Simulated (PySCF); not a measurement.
## How methods differ on the excitation energy of Bi

Bi [Xe] 4f14 5d10 6s2 6p3 (4S) → Bi [Xe] 4f14 5d10 6s1 6p3 7s1 (6S), as a difference of total energies. Computed with PySCF 2.14 in x2c-TZVPPall with one added diffuse shell each of s, p, d, f type (12s8p7d4f, 99 functions), with scalar relativity by spin-free X2C-1e. Correlated levels: valence: [Xe] 4f14 5d10 frozen. The calculations carry no spin-orbit coupling.

| method | excitation energy (eV) |
| --- | --- |
| UHF | 11.498 |
| MP2 (valence) | 12.257 |
| SCS-MP2 (valence) | 12.593 |
| CCSD (valence) | 12.359 |
| CCSD(T) (valence) | 12.391 |

Task: How much does correlation contribute at CCSD(T) (valence)?

Result: 12.391 − (11.498) = 0.893 eV, measured against UHF.

Spin-orbit coupling is strong in these open shells (close to jj coupling). The scalar numbers leave it out and a first-order estimate fails, so it can dominate the gap to the real levels.

The upper state lies above the first ionisation limit. A Rydberg-like electron needs more diffuse functions than a valence basis has.

The promoted electron is Rydberg-like, and one or two diffuse shells describe it only roughly, which tends to raise the upper state.
